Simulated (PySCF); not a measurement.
Field gradients from PBE0/pcSseg-1 densities (PySCF, non-relativistic) at GFN2-xTB geometries, isolated species, one conformer each; χzz is the principal value of largest magnitude, with Q(14N) = 0.02044 b, Q(17O) = −0.0256 b. GFN2-xTB bond lengths can be off by several hundredths of an ångström, more for odd bonds, and the gradients follow them. A larger basis could move these couplings by a tenth or more.

(1) These 14N couplings (χzz in MHz, η) are listed in rising order: (-6.863, 0.38); (-6.416, 0.43); (-5.943, 0.18); (-4.958, 0.80); (-3.298, 0.22); (-2.943, 0.07). Assign them to: the C=N nitrogen of `C=N[Si@H](P)O[Si](C)(C)C`; the nitrogen bridging silicon atoms of `C#CC[P@@](C)(=O)N([SiH3])[SiH3]`; N6 (secondary amine nitrogen) in `[CH3:1][CH2:2][NH:3][CH2:4][CH2:5][NH:6][CH3:7]`; the nitrogen bridging silicon atoms of `O=C[SiH2]N([SiH3])[SiH3]`; N4 (hydrazine nitrogen) in `[CH3:1][CH2:2][CH2:3][N:4]([NH2:5])[CH2:6][CH3:7]`; N4 (hydrazine nitrogen) in `[CH3:1][CH2:2][N:3]([NH2:4])[CH:5]([CH3:6])[CH3:7]`.

(2) These 17O couplings (χzz in MHz, η) are listed in rising order: (-9.848, 0.15); (-5.845, 0.04); (-4.659, 0.23); (11.54, 0.88); (12.33, 0.65). Assign them to: the silyl ether oxygen of `C=C(Cl)O[SiH3]`; the siloxane oxygen of `C=N[Si@H](P)O[Si](C)(C)C`; the alcohol oxygen of `OCCC1=C(C(Cl)Cl)[SiH2][SiH2]1`; the phosphoryl oxygen of `C#CC[P@@](C)(=O)N([SiH3])[SiH3]`; the carbonyl oxygen of `O=C[SiH2]N([SiH3])[SiH3]`.

## Answers

(1) -6.863 MHz, η 0.38: N4 (hydrazine nitrogen) in `[CH3:1][CH2:2][CH2:3][N:4]([NH2:5])[CH2:6][CH3:7]`; -6.416 MHz, η 0.43: N4 (hydrazine nitrogen) in `[CH3:1][CH2:2][N:3]([NH2:4])[CH:5]([CH3:6])[CH3:7]`; -5.943 MHz, η 0.18: N6 (secondary amine nitrogen) in `[CH3:1][CH2:2][NH:3][CH2:4][CH2:5][NH:6][CH3:7]`; -4.958 MHz, η 0.80: the C=N nitrogen of `C=N[Si@H](P)O[Si](C)(C)C`; -3.298 MHz, η 0.22: the nitrogen bridging silicon atoms of `C#CC[P@@](C)(=O)N([SiH3])[SiH3]`; -2.943 MHz, η 0.07: the nitrogen bridging silicon atoms of `O=C[SiH2]N([SiH3])[SiH3]`.

(2) -9.848 MHz, η 0.15: the silyl ether oxygen of `C=C(Cl)O[SiH3]`; -5.845 MHz, η 0.04: the siloxane oxygen of `C=N[Si@H](P)O[Si](C)(C)C`; -4.659 MHz, η 0.23: the phosphoryl oxygen of `C#CC[P@@](C)(=O)N([SiH3])[SiH3]`; 11.54 MHz, η 0.88: the alcohol oxygen of `OCCC1=C(C(Cl)Cl)[SiH2][SiH2]1`; 12.33 MHz, η 0.65: the carbonyl oxygen of `O=C[SiH2]N([SiH3])[SiH3]`.

All sites together:

```
nucleus                                                                              site  Vzz (au)     η  χzz (MHz)
    14N                                      the C=N nitrogen of C=N[Si@H](P)O[Si](C)(C)C    -1.032  0.80     -4.958
    14N            the nitrogen bridging silicon atoms of C#CC[P@@](C)(=O)N([SiH3])[SiH3]    -0.687  0.22     -3.298
    14N  N6 (secondary amine nitrogen) in [CH3:1][CH2:2][NH:3][CH2:4][CH2:5][NH:6][CH3:7]    -1.237  0.18     -5.943
    14N                   the nitrogen bridging silicon atoms of O=C[SiH2]N([SiH3])[SiH3]    -0.613  0.07     -2.943
    14N      N4 (hydrazine nitrogen) in [CH3:1][CH2:2][CH2:3][N:4]([NH2:5])[CH2:6][CH3:7]    -1.429  0.38     -6.863
    14N     N4 (hydrazine nitrogen) in [CH3:1][CH2:2][N:3]([NH2:4])[CH:5]([CH3:6])[CH3:7]    -1.336  0.43     -6.416
    17O                                          the silyl ether oxygen of C=C(Cl)O[SiH3]     1.637  0.15     -9.848
    17O                                   the siloxane oxygen of C=N[Si@H](P)O[Si](C)(C)C     0.972  0.04     -5.845
    17O                               the alcohol oxygen of OCCC1=C(C(Cl)Cl)[SiH2][SiH2]1    -1.918  0.88      11.54
    17O                          the phosphoryl oxygen of C#CC[P@@](C)(=O)N([SiH3])[SiH3]     0.775  0.23     -4.659
    17O                                   the carbonyl oxygen of O=C[SiH2]N([SiH3])[SiH3]    -2.050  0.65      12.33
```
